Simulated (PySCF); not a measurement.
VOF3, SMILES [F][V]([F])(=[O])[F], multiplicity 1.

Geometry optimised at B3LYP-D3(BJ)/def2-SVP. The spin state was assumed, not searched.

Computed with PySCF with B3LYP-D3(BJ)/def2-SVP.

Frequencies are harmonic and unscaled.

Modes within 1.5 cm⁻¹ of each other (mostly degenerate sets) share a row, with their intensities summed.

```csv
mode,ν (cm⁻¹),IR (km/mol),Raman (Å⁴/amu),depolarisation,moving atoms (share of kinetic energy)
1–2,212,13.8,3.9,0.75,"F 89 %, V 9 %"
3,268,11.1,1.4,0.72,"F 64 %, V 26 %, O 11 %"
4–5,324,12.1,5.1,0.75,"O 53 %, F 35 %, V 12 %"
6,753,41.0,10.7,0.02,F 90 %
7–8,840,362.2,3.5,0.75,"F 62 %, V 38 %"
9,1174,156.4,12.1,0.19,"O 73 %, V 27 %"
```
